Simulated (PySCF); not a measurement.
PySCF job for ReO2F2, SMILES [O]=[Re](=[O])([F])[F] (connectivity only; charge and spin as stated), neutral, multiplicity 2, TDA-PBE/def2-SVPD. Geometry optimised at B3LYP-D3(BJ)/def2-SVP. The spin state was assumed, not searched. The def2 effective core potentials stand for the cores of Re; spin–orbit coupling is left out.

```python
import numpy as np
from pyscf import gto, scf, dft, tdscf

mol = gto.M(
    atom='''
    Re   -0.00000000    0.00000000   -0.09092044
    O    -0.00000000    1.41729491   -1.01885218
    O    -0.00000000   -1.41729490   -1.01885220
    F    -1.27723554   -0.00000001    1.28448157
    F     1.27723555   -0.00000001    1.28448156
    ''',
    basis='def2-SVPD',
    ecp={'Re': 'def2-svp'},
    charge=0,
    spin=1,
    max_memory=1600,
    verbose=4,
)
mf = dft.UKS(mol, xc='pbe').density_fit(auxbasis='def2-universal-jkfit')
mf.grids.level = 3
mf.conv_tol = 1e-9
mf.max_cycle = 100
mf.kernel()
fine, coarse = mf.grids, dft.Grids(mol).set(level=1).build(with_non0tab=True)
for _ in range(3):  # follow internal instabilities
    mf.grids = coarse
    mo, _, stable, _ = mf.stability(return_status=True, nroots=4)
    mf.grids = fine
    if stable:
        break
    mf.kernel(mf.make_rdm1(mo, mf.mo_occ))
mf.grids = dft.Grids(mol).set(level=1).build(with_non0tab=True)  # coarser grid for the response kernel
td = tdscf.TDA(mf)
td.nstates = 10
td.conv_tol = 1e-4
td.positive_eig_threshold = 1e-6
td.kernel(x0=td.get_init_guess(mf, 15))
td.analyze(verbose=3)
```

Program output:

```
PySCF version 2.14.0

[INPUT] verbose = 4
[INPUT] num. atoms = 5
[INPUT] num. electrons = 49
[INPUT] charge = 0
[INPUT] spin (= nelec alpha-beta = 2S) = 1
[INPUT] symmetry False subgroup None
[INPUT] Mole.unit = angstrom
[INPUT] Symbol           X                Y                Z      unit          X                Y                Z       unit  Magmom
[INPUT]  1 Re     0.000000000000   0.000000000000  -0.090920440000 AA    0.000000000000   0.000000000000  -0.171814730725 Bohr   0.0
[INPUT]  2 O      0.000000000000   1.417294910000  -1.018852180000 AA    0.000000000000   2.678299217640  -1.925351581616 Bohr   0.0
[INPUT]  3 O      0.000000000000  -1.417294900000  -1.018852200000 AA    0.000000000000  -2.678299198743  -1.925351619411 Bohr   0.0
[INPUT]  4 F     -1.277235540000  -0.000000010000   1.284481570000 AA   -2.413625367161  -0.000000018897   2.427318379351 Bohr   0.0
[INPUT]  5 F      1.277235550000  -0.000000010000   1.284481560000 AA    2.413625386058  -0.000000018897   2.427318360454 Bohr   0.0

nuclear repulsion = 230.774549387804
number of shells = 49
number of NR pGTOs = 192
number of NR cGTOs = 127
basis = def2-SVPD
ecp = {'Re': 'def2-svp'}


******** <class 'pyscf.df.df_jk.DFUKS'> ********
method = DFUKS
initial guess = minao
damping factor = 0
level_shift factor = 0
DIIS = <class 'pyscf.scf.diis.CDIIS'>
diis_start_cycle = 1
diis_space = 8
diis_damp = 0
SCF conv_tol = 1e-09
SCF conv_tol_grad = None
SCF max_cycles = 100
direct_scf = False
number electrons alpha = 25  beta = 24
XC library pyscf.dft.libxc version 7.1.2
    S. Lehtola, C. Steigemann, M. J. T. Oliveira, and M. A. L. Marques,  SoftwareX 7, 1–5 (2018)
XC functionals = pbe
    J. P. Perdew, K. Burke, and M. Ernzerhof,  Phys. Rev. Lett. 77, 3865 (1996)
    J. P. Perdew, K. Burke, and M. Ernzerhof,  Phys. Rev. Lett. 78, 1396 (1997)
    J. P. Perdew, K. Burke, and M. Ernzerhof,  Phys. Rev. Lett. 77, 3865 (1996)
    J. P. Perdew, K. Burke, and M. Ernzerhof,  Phys. Rev. Lett. 78, 1396 (1997)
radial grids:
    Treutler-Ahlrichs [JCP 102, 346 (1995); DOI:10.1063/1.469408] (M4) radial grids

becke partition: Becke, JCP 88, 2547 (1988); DOI:10.1063/1.454033
pruning grids: <function nwchem_prune>
grids dens level: 3
symmetrized grids: False
atomic radii adjust function: <function treutler_atomic_radii_adjust>
small_rho_cutoff = 0
Set gradient conv threshold to 3.16228e-05
tot grids = 81000
init E= -415.878769179384
  alpha nocc = 25  HOMO = -0.41739979464009  LUMO = -0.390828580235173
  beta  nocc = 24  HOMO = -0.64225228295628  LUMO = -0.417399794640087

WARN: HOMO -0.41739979464009 >= LUMO -0.417399794640087

cycle= 1 E= -427.454486191755  delta_E= -11.6  |g|= 1.23  |ddm|= 5.61
  alpha nocc = 25  HOMO = -0.129147820953099  LUMO = -0.11274818200038
  beta  nocc = 24  HOMO = -0.162423951152046  LUMO = -0.127669673057614
  HOMO = -0.129147820953  LUMO = -0.127669673058  gap/eV = 0.04022
cycle= 2 E= -418.93616697407  delta_E= 8.52  |g|= 4.08  |ddm|= 4.67
  alpha nocc = 25  HOMO = -0.148447500537161  LUMO = -0.117571679523116
  beta  nocc = 24  HOMO = -0.227619133029147  LUMO = -0.117713252874724
  HOMO = -0.148447500537  LUMO = -0.117713252875  gap/eV = 0.83632
cycle= 3 E= -427.403261939401  delta_E= -8.47  |g|= 1.29  |ddm|= 4.28
  alpha nocc = 25  HOMO = -0.194661870218326  LUMO = -0.121961402494886
  beta  nocc = 24  HOMO = -0.292361175484043  LUMO = -0.156651752383016
  HOMO = -0.194661870218  LUMO = -0.156651752383  gap/eV = 1.03431
cycle= 4 E= -427.966615040007  delta_E= -0.563  |g|= 0.418  |ddm|= 1.06
  alpha nocc = 25  HOMO = -0.254829646976063  LUMO = -0.195823789456176
  beta  nocc = 24  HOMO = -0.363948908566457  LUMO = -0.215189626507114
  HOMO = -0.254829646976  LUMO = -0.215189626507  gap/eV = 1.07866
cycle= 5 E= -428.025959981432  delta_E= -0.0593  |g|= 0.16  |ddm|= 0.473
  alpha nocc = 25  HOMO = -0.228606760009811  LUMO = -0.162615942900306
  beta  nocc = 24  HOMO = -0.332889360634926  LUMO = -0.186835209721377
  HOMO = -0.22860676001  LUMO = -0.186835209721  gap/eV = 1.13666
cycle= 6 E= -428.037025326462  delta_E= -0.0111  |g|= 0.0232  |ddm|= 0.174
  alpha nocc = 25  HOMO = -0.231106832753081  LUMO = -0.165688041638125
  beta  nocc = 24  HOMO = -0.33594852913432  LUMO = -0.188936330236538
  HOMO = -0.231106832753  LUMO = -0.188936330237  gap/eV = 1.14752
cycle= 7 E= -428.03720483477  delta_E= -0.00018  |g|= 0.0107  |ddm|= 0.019
  alpha nocc = 25  HOMO = -0.231064561896044  LUMO = -0.16543361432367
  beta  nocc = 24  HOMO = -0.335478393937745  LUMO = -0.188785147195468
  HOMO = -0.231064561896  LUMO = -0.188785147195  gap/eV = 1.15048
cycle= 8 E= -428.037245815699  delta_E= -4.1e-05  |g|= 0.00444  |ddm|= 0.00597
  alpha nocc = 25  HOMO = -0.231268764154798  LUMO = -0.165461890418318
  beta  nocc = 24  HOMO = -0.33537126823008  LUMO = -0.188917029835675
  HOMO = -0.231268764155  LUMO = -0.188917029836  gap/eV = 1.15245
cycle= 9 E= -428.037253249522  delta_E= -7.43e-06  |g|= 0.00102  |ddm|= 0.00308
  alpha nocc = 25  HOMO = -0.231286017786076  LUMO = -0.165498146647095
  beta  nocc = 24  HOMO = -0.335417694969454  LUMO = -0.188922480795911
  HOMO = -0.231286017786  LUMO = -0.188922480796  gap/eV = 1.15277
cycle= 10 E= -428.037253677028  delta_E= -4.28e-07  |g|= 0.000115  |ddm|= 0.000779
  alpha nocc = 25  HOMO = -0.23128529564843  LUMO = -0.165502580501047
  beta  nocc = 24  HOMO = -0.335424751102142  LUMO = -0.188923291276492
  HOMO = -0.231285295648  LUMO = -0.188923291276  gap/eV = 1.15273
cycle= 11 E= -428.037253682736  delta_E= -5.71e-09  |g|= 2.43e-05  |ddm|= 0.000111
  alpha nocc = 25  HOMO = -0.231285686619906  LUMO = -0.165501647605884
  beta  nocc = 24  HOMO = -0.335424590514791  LUMO = -0.188923041323724
  HOMO = -0.23128568662  LUMO = -0.188923041324  gap/eV = 1.15275
cycle= 12 E= -428.03725368163  delta_E= 1.11e-09  |g|= 6.08e-05  |ddm|= 5.69e-05
  alpha nocc = 25  HOMO = -0.231285832625428  LUMO = -0.165501485850297
  beta  nocc = 24  HOMO = -0.335424595540509  LUMO = -0.188922980460457
  HOMO = -0.231285832625  LUMO = -0.18892298046  gap/eV = 1.15275
cycle= 13 E= -428.03725368311  delta_E= -1.48e-09  |g|= 7.36e-06  |ddm|= 4.32e-05
  alpha nocc = 25  HOMO = -0.23128617295961  LUMO = -0.165501375441808
  beta  nocc = 24  HOMO = -0.335425375393513  LUMO = -0.188922615579597
  HOMO = -0.23128617296  LUMO = -0.18892261558  gap/eV = 1.15277
cycle= 14 E= -428.037253683166  delta_E= -5.55e-11  |g|= 1.82e-06  |ddm|= 1.71e-05
  alpha nocc = 25  HOMO = -0.231286595959272  LUMO = -0.165501576572305
  beta  nocc = 24  HOMO = -0.335424990609276  LUMO = -0.18892295794307
  HOMO = -0.231286595959  LUMO = -0.188922957943  gap/eV = 1.15277
Extra cycle  E= -428.037253683135  delta_E= 3.04e-11  |g|= 8.32e-06  |ddm|= 6.92e-06
converged SCF energy = -428.037253683135  <S^2> = 0.75337772  2S+1 = 2.0033749
tot grids = 29896
uhf_internal: lowest eigs of H = [0.59835399 0.6240232  0.64181555 0.68066154]
<class 'pyscf.df.df_jk.DFUKS'> wavefunction is stable in the internal stability analysis
tot grids = 29896
Overwritten attributes  positive_eig_threshold  of <class 'pyscf.tdscf.uks.TDA'>


******** <class 'pyscf.tdscf.uks.TDA'> for <class 'pyscf.df.df_jk.DFUKS'> ********
nstates = 10
deg_eia_thresh = 1.000e-03
wfnsym = None
conv_tol = 0.0001
eigh lindep = 1e-12
eigh level_shift = 0
eigh max_cycle = 100


Excitation energies (eV)
[1.46816004 2.53454471 3.25648175 3.96322673 4.1618725  4.25960714
 4.67689215 4.73535325 4.79441161 4.86999843]

** Excitation energies and oscillator strengths **
Excited State   1:      1.46816 eV    844.49 nm  f=0.0000
Excited State   2:      2.53454 eV    489.18 nm  f=0.0008
Excited State   3:      3.25648 eV    380.73 nm  f=0.0001
Excited State   4:      3.96323 eV    312.84 nm  f=0.0001
Excited State   5:      4.16187 eV    297.90 nm  f=0.0000
Excited State   6:      4.25961 eV    291.07 nm  f=0.0026
Excited State   7:      4.67689 eV    265.10 nm  f=0.0001
Excited State   8:      4.73535 eV    261.83 nm  f=0.0003
Excited State   9:      4.79441 eV    258.60 nm  f=0.0074
Excited State  10:      4.87000 eV    254.59 nm  f=0.0031
```

The calculation finished and met its thresholds.

Cost: around 70 core-seconds (rough).
